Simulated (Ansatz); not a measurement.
Reaction (cleavage of the Ge–Ge bond): `[OH][GeH]([Cl])[GeH3]` + CH₃NH₂ → `C[NH][GeH]([OH])[Cl]` + GeH₄

Program: Ansatz. Geometries: PBE0-D4/def2-TZVP. ΔE: electronic, gas phase. CBS: MP2 limit from def2 TZ/QZ plus the TZ coupled-cluster correction, frozen cores. Functionals use def2-TZVPP. B3LYP here is the variant with VWN-RPA as its local correlation; programs differ in this. For Ge outer-core shells are correlated without core-valence functions, which leaves a few kJ/mol of doubt a bond. Scalar relativity is left out up to krypton. Each species was taken in one conformer, which may not be the lowest.

```tsv
level	ΔE (kJ/mol)	difference from CCSD(T)/CBS
r2SCAN-D4	9.4	4.3
B3LYP-D4	11.4	6.3
ωB97X-V	3.9	-1.2
ωB97M-V	6.3	1.2
PBE	21.4	16.3
B3LYP	15.2	10.1
HF/def2-TZVPP	-1.9	-7.0
MP2/def2-TZVPP	-1.0	-6.1
SCS-MP2/def2-TZVPP	-2.1	-7.2
CCSD/def2-TZVPP	1.7	-3.4
HF/def2-QZVPP	-1.8	-6.9
MP2/def2-QZVPP	1.3	-3.8
SCS-MP2/def2-QZVPP	-0.4	-5.5
HF/CBS(def2)	-1.8	-6.9
MP2/CBS(def2)	3.0	-2.1
CCSD/CBS(def2)	5.7	0.6
CCSD(T)/CBS	5.1	0
```

Largest T1 diagnostic among the species: 0.012.

The D4 term adds −3.8 kJ/mol with B3LYP and −2.1 kJ/mol with PBE0; it sums over pairs of atoms, weighted by their polarisabilities, and B3LYP, whose exchange is more repulsive, gets the larger term. From PBE to PBE0 (25 % exact exchange), in def2-TZVPP and without D4, ΔE moves by −4.5 kJ/mol.

CCSD(T)/CBS has its own doubt, a few kJ/mol and more with outer-core shells, so smaller differences from it don't rank the levels.
